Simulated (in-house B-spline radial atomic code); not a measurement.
Checks on a self-consistent run for Ti+, [Ar] (3d3/2)2 4s1. Level of theory: Dirac-Hartree-Fock, average of the jj configuration, Fermi nucleus of rms radius 3.5921 fm; calculated with a B-spline radial code for spherical atoms.

```csv
orbital,q,ε (Eh),<1/r>,<r²>,small-component weight
1s1/2,2,-184.74568,21.8102,0.00650194,0.0062137
2s1/2,2,-21.92610,4.5935,0.12275,0.0010963
2p1/2,2,-18.24968,4.49645,0.1016,0.0010612
2p3/2,4,-18.01259,4.44486,0.102965,0.0010522
3s1/2,2,-3.17315,1.38327,1.16697,0.00021469
3p1/2,2,-2.14601,1.25399,1.38367,0.00018325
3p3/2,4,-2.02678,1.24178,1.399,0.00018055
3d3/2,2,-0.66732,0.907988,2.69335,0.00010458
4s1/2,1,-0.46954,0.381118,12.5333,2.2539e-05
```

Electron-electron repulsion V_ee = 310.1684 hartree.

Question: What total energy follows from the eigenvalues?

Answer: The eigenvalues count the repulsion twice, so E = Σqε - V_ee = -542.443 - 310.168 = -852.611 hartree; the run printed -852.611.

Question: Does the Dirac virial theorem hold?

Answer: For a point nucleus E = -2c²Σq·w, with w the small-component weight. Here Σq·w = 0.022701 and c = 137.0360, so the ratio E/(-2c²Σq·w) is 1.000004; the finite nucleus accounts for the departure from 1.

Question: What diamagnetic shielding (Lamb formula) and susceptibility (Langevin formula) do the radii give?

Answer: σ = (α²/3)Σq<1/r> = 92.0184/(3·137.036²) = 1633.4 ppm, and χ = -0.79199×10⁻⁶·Σq<r²> = -23.36×10⁻⁶ cm³/mol with Σq<r²> = 29.491 bohr². Both are non-relativistic formulas without the paramagnetism of open shells.
